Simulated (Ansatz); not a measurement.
Two isomers of C3H8OSi: A = `C=CCO[SiH3]`, B = `C=C[SiH](C)O`.

Computed with Ansatz on PBE0-D4/def2-TZVP structures; ΔE is electronic, products minus reactants. CBS: MP2 limit from def2 TZ/QZ plus the TZ coupled-cluster correction, frozen cores. DFT in def2-TZVPP. B3LYP here is the variant with VWN-RPA as its local correlation; programs differ in this. Each species was taken in one conformer, which may not be the lowest.

**Question.** Which isomer does CCSD(T)/CBS put lower? Give the gap. (Estimate.)

**Answer.** Ansatz gave: B, by 32.0 kcal/mol.

**Question.** Give E(B) − E(A) in kcal/mol with LDA (SPW92), CCSD(T)/def2-SVP, r2SCAN-D4, CCSD/def2-TZVPP, B2PLYP, PBE-D4, B3LYP-D4. (Estimate.)

**Answer.** Computed: LDA (SPW92) -30.1, CCSD(T)/def2-SVP -24.1, r2SCAN-D4 -32.3, CCSD/def2-TZVPP -30.5, B2PLYP -30.4, PBE-D4 -31.2, B3LYP-D4 -30.1. None reverses the order clearly.

**Question.** Does the order hold for the free energy at 298.15 K (harmonic terms from PBE0-D4)? (An estimate is asked.)

**Answer.** Ansatz gave: Yes: G(B) − G(A) = -30.5 kcal/mol, for one conformer each. Modes under 60 cm⁻¹, often nearly free rotors, make the harmonic entropy too high.

Largest T1 diagnostic: 0.011.

Leaving LDA and LC-ωPBE aside and taking each functional with its dispersion term where it has one, the values, not all of them listed here, spread over 2.9 kcal/mol, from r2SCAN0-D4 to CAM-B3LYP-D4. At CCSD(T), def2-SVP lies +7.9 kcal/mol from the extrapolated value and def2-TZVPP +1.1 kcal/mol.
